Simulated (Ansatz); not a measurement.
Computed with Ansatz on PBE0-D4/def2-TZVP structures; ΔE is electronic, products minus reactants. CCSD(T)/CBS adds triple-zeta CCSD(T) − MP2 to the extrapolated MP2 energy (def2 sets, frozen cores). This one scheme is used for every species. Functionals use def2-TZVPP. B3LYP here is the variant with VWN-RPA as its local correlation; programs differ in this. Elements past krypton have def2 core potentials. For Te outer-core shells are correlated without core-valence functions, which leaves a few kJ/mol of doubt a bond. One conformer a species, not always the lowest.

Consider the cleavage of the B–Si bond: `C[SiH2]B(N)F` + H₂Te → `NB(F)[TeH]` + `C[SiH3]`.

| level | ΔE (kJ/mol) |
| --- | --- |
| r2SCAN-D4 | -59.7 |
| B3LYP-D4 | -57.1 |
| BHLYP-D4 | -60.8 |
| ωB97X-V | -56.2 |
| CAM-B3LYP | -55.7 |
| CCSD/def2-TZVPP | -58.6 |
| HF/def2-QZVPP | -63.9 |
| SCS-MP2/def2-QZVPP | -68.4 |

(1) What does CCSD(T)/CBS give? (An estimate is asked.)

Largest T1 diagnostic among the species: 0.012.

Answers

(1) The calculation gave: -62.4 kJ/mol. The listed levels differ from it by 2.7, 5.3, 1.6, 6.2, 6.7, 3.8, -1.5, -6.0 kJ/mol.

From BLYP to BHLYP (50 % exact exchange), in def2-TZVPP and without D4, ΔE moves by −5.8 kJ/mol. Leaving LDA and LC-ωPBE aside and taking each functional with its dispersion term where it has one, the values, not all of them listed here, spread over 9.8 kJ/mol, from PBE-QIDH to PBE-D4. At CCSD(T), def2-SVP lies +4.4 kJ/mol from the extrapolated value and def2-TZVPP +3.4 kJ/mol.
